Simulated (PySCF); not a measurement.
Point-charge models of `CS[Si@H]1[SiH2][Si@H](O[SiH3])[SiH2]1` against its computed dipole.

Coordinates (GFN2-xTB, Å) and charges (e) from the PBE0/pcSseg-1 density (PySCF):

```
atom       x       y       z  Mulliken      IAO  Hirshfeld  ESP-fitted
  C1  -3.404   0.073   0.303   -0.4203  -0.4999    -0.1213     -0.3316
  S2  -3.240  -1.601  -0.378   -0.2598  -0.1434    -0.1017     -0.2425
 Si3  -1.081  -1.652  -0.674   +0.0560  +0.2555    +0.1486     +0.0829
 Si4  -0.320   0.232  -1.917   +0.0208  +0.0869    +0.1293     +0.0466
 Si5   0.651   1.067   0.069   +0.5047  +0.6302    +0.2592     +0.3413
  O6   2.274   1.211  -0.077   -0.7258  -0.8794    -0.3073     -0.3947
 Si7   3.784   0.732  -0.380   +0.7325  +0.8872    +0.3888     +0.6042
 Si8   0.083  -0.893   1.258   +0.0168  +0.0869    +0.1298     +0.0390
  H9  -4.463   0.250   0.461   +0.1641  +0.1734    +0.0538     +0.1901
 H10  -2.874   0.139   1.250   +0.1689  +0.1495    +0.0384     +0.1177
 H11  -3.009   0.800  -0.402   +0.1667  +0.1465    +0.0382     +0.1169
 H12  -1.014  -3.029  -1.169   +0.0070  -0.0670    -0.0657     +0.0182
 H13  -1.333   1.071  -2.581   -0.0094  -0.0733    -0.0696     -0.0316
 H14   0.585  -0.115  -3.023   +0.0023  -0.0661    -0.0672     -0.0285
 H15   0.335   2.411   0.576   -0.0484  -0.1034    -0.0744     -0.0850
 H16   3.847   0.369  -1.796   -0.1248  -0.1514    -0.0827     -0.1318
 H17   4.613   1.885  -0.048   -0.1179  -0.1397    -0.0766     -0.1252
 H18   4.056  -0.426   0.471   -0.1255  -0.1521    -0.0830     -0.1312
 H19   1.186  -1.775   1.667   +0.0035  -0.0661    -0.0672     -0.0269
 H20  -0.684  -0.737   2.506   -0.0113  -0.0742    -0.0696     -0.0278
```

Problem. Compute μ = Σ q r for each scheme (1 e·Å = 4.803 D) and compare with the dipole of the full density.

Solution. The full density gives (1.15, 1.14, 0.33) D, 1.66 D in size; dipole vectors point from the negative to the positive end.

```tsv
scheme	μx	μy	μz	size (D)	share of the full size (%)	angle to the full dipole (°)
Mulliken	1.95	1.51	0.36	2.50	151	8
IAO	1.03	-0.23	-0.13	1.06	64	60
Hirshfeld	0.39	0.21	0.05	0.45	27	17
ESP-fitted	1.13	1.14	0.34	1.64	99	1
```

Problem. Which set comes closest?

Solution. Length of the difference vector: ESP-fitted 0.02 D, Mulliken 0.88 D, Hirshfeld 1.23 D, IAO 1.46 D. Closest: ESP-fitted. ESP charges are fitted to the potential around the molecule, whose slowest-falling term is the dipole's. 

Problem. What is left for the Hirshfeld atoms' own dipoles?

Solution. The shares of the density sum to the whole, so what Σ q r misses lies in dipoles about the nuclei. The atomic dipoles sum to (1.15, 1.14, 0.33) − (0.39, 0.21, 0.05) = (0.76, 0.93, 0.28) D, 1.23 D in size.

Problem. With the origin at the mean of the coordinates, (0.000, 0.001, -0.194) Å, which are the largest single terms, by size, of the Mulliken dipole along the direction of the full one?

Solution. Si7 +10.90, O6 -8.51, C1 +4.47, S2 +4.24, Si5 +3.01 D; all 20 atoms together +2.47 D. The single terms depend on the origin, their sum doesn't.

Problem. Give the size of the full dipole in other units.

Solution. 1.66 D = 0.651 au = 0.345 e·Å = 5.52 × 10⁻³⁰ C·m.

One conformer (not necessarily the lowest) at the GFN2-xTB geometry, without solvent, vibrations or thermal averaging.

The values belong to the conformer `[CH3:1][S:2][Si@H:3]1[SiH2:4][Si@H:5]([O:6][SiH3:7])[SiH2:8]1`: C1–S2–Si3–Si4 -52°, Si4–Si5–O6–Si7 -55°.
